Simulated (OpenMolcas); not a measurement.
## Lines of Nd3+: computed and rescaled rates

```json
{"Program": "OpenMolcas", "Method": "CASSCF", "Basis": "ANO-RCC-VQZP [9s8p6d4f3g2h]", "Scalar Hamiltonian": "DKH2, point nucleus", "Active space": "3 electrons in 14 orbitals (4f 5f)", "State averaging": "2S+1 = 4 odd, 30 roots; 2S+1 = 2 odd, 43 roots", "Spin-orbit coupling": "RASSI with atomic mean-field integrals over the reference wave functions, term energies averaged over their components"}
```

Rates come from the transition moments of the reference wave functions (E1 and E2 in the length form). At fixed line strength A goes as λ^-3 for E1 and M1 and as λ^-5 for E2, so a rate at the computed wavelength can be rescaled to the measured one. Measured vacuum wavelengths follow from level energies in the list in Arab et al., J. Quant. Spectrosc. Radiat. Transfer 229, 145 (2019) and Gaigalas et al. (2019), from Wyart et al. (2007). Branching counts decays inside the model space alone, at computed energies, and the table is only a selection of the E2 and M1 lines, drawn from those between levels with measured partners whose computed energy lies within a factor of 1.5 of the measured one.

```tsv
Upper	Lower	Type	λ computed (nm)	λ measured (nm)	A computed (s-1)	A rescaled (s-1)	Branching %
4f3 4F* 7/2	4f3 4F* 5/2	M1	9858	10290	4.08e-02	3.59e-02	52.8
4f3 4F* 5/2	4f3 4F* 3/2	M1	9256	9529	5.29e-02	4.85e-02	100.0
4f3 4G* 7/2	4f3 4G* 5/2	M1	6999	5454	1.16e-01	2.45e-01	19.5
4f3 4I* 11/2	4f3 4I* 9/2	M1	4980	5271	3.43e-01	2.89e-01	100.0
4f3 4S* 3/2	4f3 4F* 3/2	M1	4958	4776	5.01e-03		96.8
4f3 4I* 13/2	4f3 4I* 11/2	M1	4604	4974	4.98e-01	3.95e-01	100.0
4f3 4I* 15/2	4f3 4I* 13/2	M1	4405	4805	3.78e-01	2.91e-01	100.0
4f3 2H* 11/2	4f3 2H* 9/2	M1	2924	2975	4.14e-01	3.93e-01	16.1
4f3 2G* 7/2	4f3 4F* 7/2	M1	2597	2541	2.22e-01		21.5
4f3 2G* 7/2	4f3 4F* 5/2	M1	2056	2038	4.12e-01		39.8
4f3 2G* 7/2	4f3 2H* 9/2	M1	1643	2060	3.34e-01		32.2
4f3 4G* 7/2	4f3 4F* 7/2	M1	1354	1718	5.92e-02		9.9
4f3 4G* 7/2	4f3 2H* 9/2	M1	1039	1484	1.14e-01		19.2
4f3 2H* 9/2	4f3 4I* 11/2	M1	744.7	917.2	1.30e+00		40.2
4f3 2H* 11/2	4f3 4I* 13/2	M1	681.3	816.1	1.51e+00		58.8
4f3 2H* 9/2	4f3 4I* 9/2	M1	647.8	781.2	1.93e+00		59.8
4f3 4F* 9/2	4f3 4I* 11/2	M1	596.5	763.5	1.96e-01		29.4
4f3 2H* 11/2	4f3 4I* 11/2	M1	593.5	701	6.24e-01		24.3
4f3 4F* 9/2	4f3 4I* 9/2	M1	532.7	666.9	1.71e-01		25.8
4f3 2K* 13/2	4f3 4I* 13/2	M1	516.5	621.2	7.93e-01		37.2
4f3 2K* 15/2	4f3 4I* 15/2	M1	511.7	622.8	2.14e+00		57.3
4f3 2K* 13/2	4f3 4I* 11/2	M1	464.4	552.2	1.33e+00		62.2
4f3 2K* 15/2	4f3 4I* 13/2	M1	458.4	551.4	1.41e+00		37.7
4f3 4G* 7/2	4f3 4I* 11/2	E2	433.8	566.8	2.05e-01	5.38e-02	34.3
4f3 4G* 5/2	4f3 4I* 9/2	E2	423.2	564.7	2.79e-01	6.60e-02	80.2
```

Spin-changing lines and M1 lines between different terms are not rescaled, since their strength hangs on the term gaps too.

The largest correction is for 4f3 4G* 5/2 → 4f3 4I* 9/2 (E2): 2.79e-01 × (423.2 / 564.7)^5 = 6.60e-02 s-1, a factor of 0.24.

The computed rate and branching of 4f3 4I* 11/2 → 4f3 4I* 9/2 give the upper level a radiative lifetime of 1.000 / 3.43e-01 s-1 = 2.92e+00 s, counting decays inside the model space alone. The rescaled rate gives about 3.5e+00 s.

The computed order of these levels differs from the measured one in 3 places, and where term gaps are wrong the rates of spin-changing lines can be off by large factors.

These are rates of the free ion; in crystals, glasses and complexes forced electric-dipole and non-radiative decay shorten such lifetimes by orders of magnitude. No measured rate stands beside these. Rescaling mends the energy factor alone: line strengths can still be far off where a level mixes with configurations outside the active space, and weak or spin-changing lines hang on small mixing coefficients that depend on the term gaps too, so rescaling need not improve them.

High states are left out of the spin-orbit mixing, which shifts the levels that they would mix with. Without dynamic correlation excited terms often stand tens of per cent too high (terms of higher spin than the ground term too low), and those without a measured partner can miss by more than the paired ones. Some levels mix across a computed gap that differs much from the measured one, so their mixing is not that of the real levels. Active for correlation alone: 5f; no level in the range computed is led by a configuration that fills it, so any true level of that kind is missing. Computed and measured levels are paired by configuration, term and J; levels that our copy of the source lacks, or whose pairing is in doubt (as where it misses far off the trend of its configuration), stay unpaired. Only configurations of the active space appear.

* marks odd parity.
